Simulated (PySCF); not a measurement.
# Stationary points of [TaO2]+

These are results of PBE0/[Ta def2-TZVP with ECP60, O def2-TZVP], scalar-relativistic core potentials, density fitting, no spin–orbit coupling, PySCF, not measurements.

Relaxations began from a few typed shapes. The search is not exhaustive: other isomers or separated fragments can lie lower, and high-lying points may rest on an excited occupation.

| spin | group | bonds | angles | imaginary modes (cm⁻¹) | ΔE (kJ/mol) | ΔE with ZPE (kJ/mol) |
| --- | --- | --- | --- | --- | --- | --- |
| singlet | C2v | Ta–O 1.688 Å (×2) | O–Ta–O 103.5° | none | 0.0 | 0.0 |
| singlet (closed shell, unstable to spin polarisation) | C2v | O–O 1.455 Å, Ta–O 1.820 Å (×2) | O–O–Ta 66.4° (×2), O–Ta–O 47.1° | none | 452.8 | 452.2 |

The lowest minimum found is the singlet C2v: Ta–O 1.688 Å (×2); O–Ta–O 103.5°.

Formally Ta is in oxidation state +5, d0. A d0 centre has no lone pair, yet it is C2v rather than linear: covalent bonding through the d orbitals favours lower symmetry. The polar-tensor charge on Ta, 2.22, is far below the formal one.

For the lowest minimum: no spin–orbit coupling is included, which matters more the heavier the element.
